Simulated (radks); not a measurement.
Correlation energies from several functionals, in hartree. Species: Ca16+ [He] 2s2; B2+ [He] 2s1. Method: non-relativistic Kohn-Sham, exchange-only B88, spin-polarised, spherical densities, point nucleus; computed with a radial shooting solver on a logarithmic mesh with Libxc functionals. Every spin shell is full or empty, so the densities are truly spherical. Functionals are evaluated on that one density, not self-consistently.

| functional | Ca16+ | B2+ |
|---|---|---|
| PW92 | -0.41416 | -0.18947 |
| VWN5 | -0.41598 | -0.19040 |
| PZ | -0.41415 | -0.18865 |
| P86 | -0.20924 | -0.057585 |
| AM05 | -0.36357 | -0.16574 |
| TPSS | -0.11163 | -0.053528 |
| revTPSS | -0.11518 | -0.056287 |
| SCAN | -0.11599 | -0.052881 |
